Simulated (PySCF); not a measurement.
An unknown is described by computed data only.

Elements present: C, F and H. Monoisotopic mass: 169.9966 u.

| Property | Result |
| --- | --- |
| 13C NMR | chemical shifts (computed TMS as zero) by class: 127.4 (1 C), 117.1 (1 C), 116.0 (1 C) ppm [GIAO PBE0/pcSseg-1] |
| Rotational structure | rotational constants A, B, C: 1.729, 1.199, 1.128 GHz [GFN2-xTB] |
| Dipole | 1.60 D [PBE0/pcSseg-1] |
| 1H NMR | chemical shifts (computed TMS as zero) by class: 6.30 (1 H) ppm [GIAO PBE0/pcSseg-1] |
| NMR, other nuclei | isotropic shieldings of nuclei other than C and H, by class: 264 (3 F), 317 (2 F), 322 (2 F) ppm [GIAO PBE0/pcSseg-1] |

The electronic properties come from PySCF, for the isolated species, density fitting. Levels stand in brackets. Isolated species at its GFN2-xTB geometry (one conformer only). NMR values are class means; diastereotopic atoms form classes of their own.

Q: Which formula fits the mass and the elements?

A: C3HF7 (calculated 169.9966). No other formula that holds each of these elements comes within 0.0003 u with a fitting electron parity and a possible valence count.

Q: What is the compound? Reason from the data.

A: Numbering: `[F:1][CH:2]([F:3])[C:4]([F:5])([F:6])[C:7]([F:8])([F:9])[F:10]`. Its formula, C3HF7, gives 0 degrees of unsaturation, so no ring and no π bond. 3 carbons fall into 3 classes; from least to most shielded: CF3 carbon [C7] (127.4 ppm), CHF2 carbon [C2] (117.1 ppm), CF2 carbon [C4] (116.0 ppm). The one hydrogen (6.30 ppm): methine hydrogen. The other shieldings belong to: 264 ppm, fluorine of a CF3 group [F8/F9/F10]; 317 ppm, fluorine of a CF2 group [F5/F6]; 322 ppm, fluorine of a CF2 group [F1/F3]. By its constants the optimised geometry is an asymmetric top. Structure: `FC(F)C(F)(F)C(F)(F)F`. The assignments are read from this structure; whether some other isomer fits the data as well wasn't checked.

The values belong to the conformer `[F:1][CH:2]([F:3])[C:4]([F:5])([F:6])[C:7]([F:8])([F:9])[F:10]`: F1–C2–C4–F5 65°, C2–C4–C7–F8 -60°.
